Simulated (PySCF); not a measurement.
Correlation energy of Kr⁺ (krypton, charge +1)

[Ar] 3d10 4s2 4p5, 2P determinant. All numbers are calculated (PySCF 2.14, a scalar-relativistic core potential, in cc-pVDZ-PP with ECP10MDF (4s3p2d, 23 functions)). Frozen: 3s2 3p6 3d10; 7 electrons correlated.

MP2 pair energies summed by pair of shells (mhartree):

```tsv
pair	energy	share (%)
4p-4p	-63.62	68.3
4s-4p	-24.36	26.2
4s-4s	-5.15	5.5
```

Total MP2 correlation energy: -93.13 mhartree.

Same-spin part -23.96 and opposite-spin part -69.17 mhartree; SCS-MP2 scales them by 1/3 and 6/5 to -90.99 mhartree.

| level | correlation energy (mhartree) |
| --- | --- |
| CCSD | -106.83 |
| (T) | -0.86 |
| CCSD(T) | -107.69 |

Diagnostics: T1 = 0.0047, D1 = 0.0158, largest double amplitude 0.049.

**Question.** Is a single reference adequate?

**Answer.** Yes, within this model without spin-orbit coupling: T1 lies below 0.03 and no double amplitude reaches 0.07.
